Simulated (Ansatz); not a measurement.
Ansatz (a quantum-chemistry and plane-wave program) input (B3LYP/def2-TZVPD):

Ansatz 0.2 input:
```yaml
crystal:
  periodic: [false, false, false]
  atoms:
    - {symbol: Ge, position_ang: [-0.00000000, -0.00000000, -1.22905116]}
    - {symbol: Br, position_ang: [0.00000000, 0.00000000, 1.12370392]}
basis:
  gaussian:
    orbitals: def2-TZVPD
hamiltonian:
  xc: {name: B3LYP}
total_charge: 1
```

End of the output:

```
integrals: 0.04 GiB planned
870 factors; their error is unknown
mean field: 0.42 GiB planned
mean field evaluation 1: about -126553.6038 eV, gradient 3.9e1 eV
mean field evaluation 2: about -126467.5399 eV, gradient 1.4e2 eV
mean field evaluation 4: about -126558.5859 eV, gradient 8.8e0 eV
mean field evaluation 8: about -126558.8401 eV, gradient 5.5e-2 eV
mean field evaluation 16: about -126559.2795 eV, gradient 4.0e-5 eV
mean field -126559.27950820 eV, -4650.9677369656 hartree, gradient 4.0e-5 eV, S^2 0.000000; 0 other end points of the search recorded, 0 dependent functions left out
reference -126559.27968734 eV, -4650.9677435487 hartree; 33, 33 occupied and 78, 78 virtual orbitals, 870 factors
Total energy: -126559.27968734 eV, -4650.9677435487 hartree
```

This state (charge 1, singlet) is run at the relaxed geometry of the species with charge 0 and multiplicity 2.
